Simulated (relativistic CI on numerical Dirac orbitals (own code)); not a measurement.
**Ti⁺: resonant inelastic scattering at the L2,3 edge**

Computed with this model: Dirac-Coulomb-Breit CI, separate exchange-only KLI orbitals for each configuration, model QED (radiative potential, 1s self-energy scaled to tabulated hydrogen-like ionisation energies), valence Slater integrals scaled by 0.8, Kramers-Heisenberg scattering through one core-hole configuration in a parametric crystal field; configurations [Ar] 3d3 → [He] 2s2 2p5 3s2 3p6 3d4; 300 K; core-hole width 0.4 eV; summed over polarisations. Incident energies are the highest absorption maxima for each field (at most a few, so the weaker spin-orbit partner edge can be absent), on the computed scale of the free ion. Intensities are in per cent of the strongest line above 0.02 eV; levels within 1 cm⁻¹ are merged; final levels count from the ground level, the first row holds all elastic scattering, lines under 0.4 are left out and each table stops after 24 rows. The scale of the Slater integrals is a model choice and moves the terms in proportion. The configuration is assumed, with all valence electrons in the open shell; the free ion's ground configuration is another.

Field parameters in Wybourne normalisation: D4h B²₀ = −7Ds, B⁴₀ = 21(Dq − Dt), B⁴₄ = 21√(5/14) Dq. The field is a parameter set, without covalency.

S is read from ⟨S²⟩ = S(S + 1).

D4h, 10Dq = 11400, Ds = -1500, Dt = 460 cm⁻¹:

| Final level (eV) | Degeneracy | Irrep | S | 455.7 eV | 456.2 eV | 460.7 eV |
| --- | --- | --- | --- | --- | --- | --- |
| 0.000 | 4 | Γ6+Γ7 | 1.50 | 2257.1 | 1987.5 | 794.5 |
| 0.809 | 2 | Γ6 | 0.55 | 35.9 | 37.9 | 49.5 |
| 0.819 | 2 | Γ7 | 0.58 | 19.9 | 43.2 | 38.5 |
| 0.848 | 2 | Γ6 | 1.50 | 38.7 | 37.7 | 63.5 |
| 0.850 | 2 | Γ6 | 1.47 | 43.0 | 30.8 | 99.3 |
| 0.851 | 2 | Γ7 | 1.50 | 12.9 | 44.7 | 52.4 |
| 0.851 | 2 | Γ7 | 1.46 | 22.6 | 33.0 | 97.2 |
| 1.223 | 2 | Γ7 | 0.50 | 13.6 | 28.0 | 34.4 |
| 1.305 | 2 | Γ6 | 0.50 | 17.2 | 49.3 | 35.9 |
| 1.372 | 2 | Γ6 | 0.52 | 19.5 | 22.3 | 46.6 |
| 1.413 | 2 | Γ7 | 1.50 | 38.5 | 28.1 | 46.3 |
| 1.413 | 2 | Γ6 | 1.50 | 21.0 | 31.4 | 65.5 |
| 1.465 | 2 | Γ7 | 1.50 | 25.0 | 29.2 | 23.0 |
| 1.469 | 2 | Γ7 | 1.50 | 28.1 | 44.7 | 49.7 |
| 1.472 | 2 | Γ6 | 1.50 | 29.5 | 37.7 | 100.0 |
| 1.476 | 2 | Γ6 | 1.49 | 20.8 | 59.3 | 41.9 |
| 1.606 | 2 | Γ6 | 0.58 | 3.9 | 13.6 | 13.6 |
| 1.645 | 2 | Γ7 | 1.50 | 17.3 | 22.7 | 31.5 |
| 1.647 | 2 | Γ6 | 1.46 | 25.9 | 31.7 | 12.6 |
| 1.931 | 2 | Γ7 | 0.50 | 20.8 | 54.1 | 42.6 |
| 2.024 | 2 | Γ6 | 0.50 | 12.9 | 41.7 | 17.8 |
| 2.030 | 2 | Γ7 | 0.50 | 12.3 | 38.9 | 16.3 |
| 2.096 | 2 | Γ7 | 0.50 | 31.1 | 25.1 | 18.7 |
| 2.100 | 2 | Γ6 | 0.50 | 26.2 | 29.7 | 29.6 |

D4h, 10Dq = 11400, Ds = -860, Dt = 460 cm⁻¹:

```csv
Final level (eV),Degeneracy,Irrep,S,454.9 eV,455.7 eV,460.6 eV
0.000,4,Γ6+Γ7,1.50,924.8,1572.3,658.4
0.908,2,Γ7,1.50,4.8,12.8,32.3
0.908,2,Γ7,1.50,10.2,18.6,91.8
0.909,2,Γ6,1.50,7.7,23.2,100.0
0.910,2,Γ6,1.50,8.5,17.8,74.1
1.012,2,Γ6,0.51,3.7,15.3,29.6
1.020,2,Γ7,0.50,4.3,12.1,27.7
1.261,2,Γ7,0.51,5.0,10.6,31.5
1.306,2,Γ6,0.50,5.1,10.6,22.3
1.373,2,Γ6,0.50,4.2,11.1,28.1
1.413,2,Γ6,1.50,10.8,21.2,65.2
1.414,2,Γ7,1.50,10.4,22.0,42.7
1.538,2,Γ7,1.50,2.9,16.0,22.9
1.540,2,Γ7,1.50,2.6,15.7,18.0
1.542,2,Γ6,1.50,6.3,15.7,31.7
1.544,2,Γ6,1.50,6.1,14.2,11.1
1.707,2,Γ6,1.40,2.7,9.9,16.4
1.711,2,Γ7,1.50,4.7,11.4,27.8
1.735,2,Γ6,0.69,0.8,5.2,4.3
1.918,2,Γ7,0.50,3.1,16.1,27.2
2.069,2,Γ7,0.50,4.9,18.5,15.8
2.074,2,Γ6,0.50,4.0,17.0,27.6
2.185,2,Γ6,0.50,1.8,8.5,14.4
2.189,2,Γ7,0.50,2.0,6.4,10.8
```

D4h, 10Dq = 11400, Ds = -210, Dt = 460 cm⁻¹:

| Final level (eV) | Degeneracy | Irrep | S | 455.7 eV | 456.3 eV | 460.6 eV |
| --- | --- | --- | --- | --- | --- | --- |
| 0.000 | 4 | Γ6+Γ7 | 1.50 | 1894.4 | 1398.1 | 826.3 |
| 0.904 | 2 | Γ7 | 1.50 | 27.1 | 37.9 | 45.7 |
| 0.906 | 2 | Γ7 | 1.50 | 22.9 | 28.2 | 70.0 |
| 0.908 | 2 | Γ6 | 1.50 | 20.5 | 19.6 | 88.6 |
| 0.910 | 2 | Γ6 | 1.50 | 15.5 | 5.1 | 59.0 |
| 1.194 | 2 | Γ6 | 0.50 | 14.5 | 21.6 | 38.9 |
| 1.201 | 2 | Γ7 | 0.50 | 14.1 | 25.9 | 40.7 |
| 1.283 | 2 | Γ7 | 0.51 | 11.4 | 30.5 | 41.8 |
| 1.300 | 2 | Γ6 | 0.50 | 11.6 | 37.0 | 30.1 |
| 1.372 | 2 | Γ6 | 0.50 | 10.5 | 25.3 | 34.4 |
| 1.413 | 2 | Γ6 | 1.50 | 30.5 | 21.1 | 100.0 |
| 1.414 | 2 | Γ7 | 1.50 | 14.6 | 27.9 | 55.7 |
| 1.659 | 2 | Γ7 | 1.50 | 15.3 | 12.2 | 33.5 |
| 1.659 | 4 | Γ6+Γ7 | 1.50 | 36.2 | 76.5 | 57.6 |
| 1.661 | 2 | Γ6 | 1.50 | 13.3 | 45.2 | 11.4 |
| 1.685 | 2 | Γ7 | 1.50 | 10.4 | 31.0 | 18.8 |
| 1.686 | 2 | Γ6 | 1.50 | 13.2 | 41.8 | 12.9 |
| 1.850 | 2 | Γ6 | 0.51 | 2.7 | 4.4 | 6.8 |
| 1.892 | 2 | Γ7 | 0.50 | 21.7 | 34.3 | 35.9 |
| 1.982 | 2 | Γ7 | 0.50 | 21.3 | 17.5 | 27.4 |
| 1.987 | 2 | Γ6 | 0.50 | 20.0 | 34.5 | 49.5 |
| 2.222 | 2 | Γ7 | 0.50 | 7.3 | 22.3 | 14.0 |
| 2.223 | 2 | Γ6 | 0.50 | 5.7 | 23.5 | 16.4 |
| 2.303 | 2 | Γ6 | 0.50 | 9.4 | 11.3 | 10.7 |

For the first field the strongest loss at the lowest incident energy is the level at 0.85 eV (S = 1.47, against 1.50 in the thermal ground state). Levels of other spin, the first over 8 % at 0.81 eV, appear because spin-orbit coupling of the core hole, and in heavier ions of the valence shell too, mixes spins.
